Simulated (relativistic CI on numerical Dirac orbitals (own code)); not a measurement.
# d7 in a ligand field

Computed with a parametric ligand-field model of a d^n configuration (Racah B and C, spin-orbit zeta, crystal field), exact diagonalisation.

Field parameters in Wybourne normalisation: Oh B⁴₀ = 21Dq, B⁴₄ = √(5/14) B⁴₀. The field is a parameter set, without covalency.

**Question.** A d7 ion in Oh symmetry has the ground term 4T1 and bands at 4T2 3739 cm⁻¹ (2675 nm), 4A2 8189 cm⁻¹ (1221 nm), 2E 13070 cm⁻¹ (765 nm), 2T2 16029 cm⁻¹ (624 nm), 2T1 16125 cm⁻¹ (620 nm), 4T1 17878 cm⁻¹ (559 nm). Which parameters reproduce them?

**Answer.** B = 990, C = 3620, ζ = 0 cm⁻¹, Oh, 10Dq = 4450 cm⁻¹.

**Question.** A d7 ion in Oh symmetry has the ground term 2E and bands at 4T1 21345 cm⁻¹ (468 nm), 2T1 36107 cm⁻¹ (277 nm), 2T2 37076 cm⁻¹ (270 nm), 2T1 41566 cm⁻¹ (241 nm), 2T2 55269 cm⁻¹ (181 nm), 4T2 58564 cm⁻¹ (171 nm), 4T1 68133 cm⁻¹ (147 nm). Which parameters reproduce them?

**Answer.** B = 760, C = 3780, ζ = 0 cm⁻¹, Oh, 10Dq = 39050 cm⁻¹.

**Question.** Ground term and bands for B = 440, C = 1730, ζ = 0 cm⁻¹, Oh, 10Dq = 29950 cm⁻¹?

**Answer.** Ground term 2E with 1.01 electrons in the two orbitals of the cubic e set. Spin-allowed: 2T1 28506 cm⁻¹ (351 nm), 2T2 28948 cm⁻¹ (345 nm), 2T1 31749 cm⁻¹ (315 nm), 2T2 39411 cm⁻¹ (254 nm). Lowest spin-forbidden: 4T1 21381 cm⁻¹ (468 nm), 4T2 50215 cm⁻¹ (199 nm), 4T1 55699 cm⁻¹ (180 nm).

**Question.** A d7 ion in Oh symmetry has the ground term 2E and bands at 4T1 18654 cm⁻¹ (536 nm), 2T1 27462 cm⁻¹ (364 nm), 2T2 28035 cm⁻¹ (357 nm), 2T1 31034 cm⁻¹ (322 nm), 2T2 39798 cm⁻¹ (251 nm), 4T2 46689 cm⁻¹ (214 nm), 4T1 52824 cm⁻¹ (189 nm). Which parameters reproduce them?

**Answer.** B = 490, C = 2210, ζ = 0 cm⁻¹, Oh, 10Dq = 29250 cm⁻¹.

**Question.** Ground term and bands for B = 690, C = 3140, ζ = 0 cm⁻¹, Oh, 10Dq = 18850 cm⁻¹?

**Answer.** Ground term 2E with 1.04 electrons in the two orbitals of the cubic e set. Spin-allowed: 2T1 16752 cm⁻¹ (597 nm), 2T2 17423 cm⁻¹ (574 nm), 2T1 21295 cm⁻¹ (470 nm), 2T2 30973 cm⁻¹ (323 nm). Lowest spin-forbidden: 4T1 4021 cm⁻¹ (2487 nm), 4T2 21467 cm⁻¹ (466 nm), 4T1 30413 cm⁻¹ (329 nm).
